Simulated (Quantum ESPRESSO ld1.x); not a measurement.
Problem. Fe II, configuration [Ar] 3d5.5 4s1.5 (fractional occupations, a model configuration). Method: Dirac Kohn-Sham, revPBE, spin-unpolarised, spherical densities, point nucleus; open shells fill j = l - 1/2 first; computed with ld1.x of Quantum ESPRESSO 7.5.

Spin-orbit splittings of the eigenvalues, e(l+1/2) - e(l-1/2), with zeta = 2 splitting/(2l+1) and mean radii in bohr:

shell  occ.  splitting (eV)  zeta (eV)  <r> j=l-1/2  <r> j=l+1/2
2p        6           12.48      8.318       0.2334       0.2365
3p        6               ?          ?       0.8469       0.8561
3d      5.5          0.1623    0.06494        1.065        1.070

Estimate the 3p splitting.

Solution. 1.553 eV (zeta = 1.035 eV).
